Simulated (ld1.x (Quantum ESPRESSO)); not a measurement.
# cadmium (Cd), PAW: configuration errors across variants

ld1.x (Quantum ESPRESSO) 7.5 input, shortened:

```
&input
   title='Cd', zed=48., rel=1, dft='PBE', iswitch=3,
   config='[Kr] 4d10 5s1 5p0'
 /
 &inputp
   pseudotype=3, lpaw=.true., tm=.true., lloc=-1, rcloc=1.55,
   nlcc=.false.,
   which_augfun='GAUSS', rmatch_augfun=1.10
 /
6
4S  1  0   2.00   0.00  1.15  1.45  0.0
5S  2  0   1.00   0.00  1.15  1.45  0.0
4P  2  1   6.00   0.00  1.30  1.45  0.0
5P  3  1   0.00   0.00  1.30  1.45  0.0
4D  3  2  10.00   0.00  1.30  1.75  0.0
4D  3  2   0.00  -0.35  1.30  1.75  0.0
 &test
   configts(1)='4s2 4p6 4d10 5s1 5p0'
 /
```

All-electron excitation energies from the reference (eV): (1) 4s2 4p6 4d10 5s2 5p0 -9.272; (2) 4s2 4p6 4d10 5s0 5p0 17.126; (3) 4s2 4p6 4d9 5s0 5p0 55.135; (4) 4s2 4p6 4d10 5s0 5p2 0.398; (5) 4s2 4p6 4d9 5s2 5p1 3.374; (6) 4s2 4p6 4d10 5s0 5p1 5.779; (7) 4s1 4p6 4d10 5s2 5p0 104.244.

The overlap operator is not positive definite (basis up to 400 Ry) in “base”, “waves 4s (bound): rcut 1.15, rcutus 1.68 bohr; 5s (bound): rcut 1.15, rcutus 1.68 bohr”, “wave 4d channel at -0.35 Ry: rcut 1.30, rcutus 1.75 bohr becomes 4d channel at -0.49 Ry: rcut 1.30, rcutus 1.75 bohr”, “waves 4d (bound): rcut 1.30, rcutus 1.96 bohr; 4d channel at -0.35 Ry: rcut 1.30, rcutus 1.96 bohr”, “waves 4p (bound): rcut 1.30, rcutus 1.80 bohr; 5p (bound): rcut 1.30, rcutus 1.80 bohr”, “local potential all-electron potential smoothed inside 1.50 bohr (lloc = -1)”. Such files are unfit for use, however small their errors in these radial tests.

3 further variants failed, have other tests or too few solved ones, and are left out.

Errors AE − PS in meV (a dash: test not solved or not reliable):

```tsv
change	(1)	(2)	(3)	(4)	(5)	(6)	(7)	bound ghosts
base	+1.4	-2.9	-3.5	+1.3	+6.1	0.0	-57	not determined (overlap not positive)
waves 4s (bound): rcut 1.15, rcutus 1.68 bohr; 5s (bound): rcut 1.15, rcutus 1.68 bohr	+1.5	-2.9	-3.8	+0.8	+8.4	-0.3	-47	not determined (overlap not positive)
wave 4d channel at -0.35 Ry: rcut 1.30, rcutus 1.75 bohr becomes 4d channel at -0.49 Ry: rcut 1.30, rcutus 1.75 bohr	+1.5	-2.9	-4.7	+1.4	+5.1	+0.1	-56	not determined (overlap not positive)
waves 4d (bound): rcut 1.30, rcutus 1.96 bohr; 4d channel at -0.35 Ry: rcut 1.30, rcutus 1.96 bohr	+1.6	-2.7	+129	+2.1	+114	+0.5	-33	not determined (overlap not positive)
waves 4p (bound): rcut 1.30, rcutus 1.80 bohr; 5p (bound): rcut 1.30, rcutus 1.80 bohr	+1.3	-3.1	-11	+11	+95	+22	–	not determined (overlap not positive)
local potential all-electron potential smoothed inside 1.50 bohr (lloc = -1)	+1.3	-3.9	-93	-20	-19	-9.6	-204	not determined (overlap not positive)
```

Problem. Give the same row for: local potential all-electron potential smoothed inside 1.72 bohr (lloc = -1).

Solution. +0.1, -3.0, -9.9, -0.4, –, –, –; bound ghosts: not determined (overlap not positive). Its overlap operator is not positive definite in a basis up to 400 Ry (lowest eigenvalue s -0.59), so the file is unfit for use: the generalised eigenproblem breaks down once the basis is large enough, and its test numbers describe a broken file.
